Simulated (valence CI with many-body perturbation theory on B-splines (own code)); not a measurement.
Tc10+: configurations and terms from energies and g

Computed by valence CI with perturbative core correlation (CI+MBPT): five valence electrons over a frozen Dirac-Fock core [Ar] 3d10, a basis of 11 s, 11 p, 10 d, 8 f, 5 g, 2 h functions for each j, with the one-electron correlation potential Σ1, the two-electron term Σ2, the three-electron term Σ3, Breit, model QED; selected CI, second order for the rest, scaled by the run's own slope (own B-spline code, finite nucleus).

No measured levels were compared; by estimate levels hold to about 250 cm⁻¹ or 0.2 % of their energy and the worst to 1 %, as in measured heavy ions of charge 2 to 7; those with d or f electrons hold less well. Among the levels kept, up to 2700 cm⁻¹ of a level comes from second order outside the variational space, and about a tenth of that is noise between levels of different J, which matters for small intervals.

```csv
No.,J,Parity,E (eV),g
1,3/2,odd,0.000,1.842
3,5/2,odd,4.910,1.200
4,1/2,odd,7.517,0.665
6,5/2,even,30.237,1.579
7,3/2,even,32.439,1.700
8,1/2,even,33.056,2.617
9,3/2,even,37.216,0.870
10,5/2,even,37.991,1.221
14,3/2,even,47.319,0.516
17,7/2,even,49.786,1.255
18,1/2,even,50.348,0.050
19,3/2,even,50.549,1.113
21,9/2,even,51.116,1.300
```

Energies count from the lowest level. Strongly mixed levels and levels close to another of their J and parity are left out, so the numbers can have gaps.

Task: Give configuration and LS term of each level.

Result: 1: 4s2 4p3 4S°; 3: 4s2 4p3 2D°; 4: 4s2 4p3 2P°; 6: 4s 4p4 4P; 7: 4s 4p4 4P; 8: 4s 4p4 4P; 9: 4s 4p4 2D; 10: 4s 4p4 2D; 14: 4s2 4p2 4d 4F; 17: 4s2 4p2 4d 4F; 18: 4s2 4p2 4d 4D; 19: 4s2 4p2 4d 4D; 21: 4s2 4p2 4d 4F.
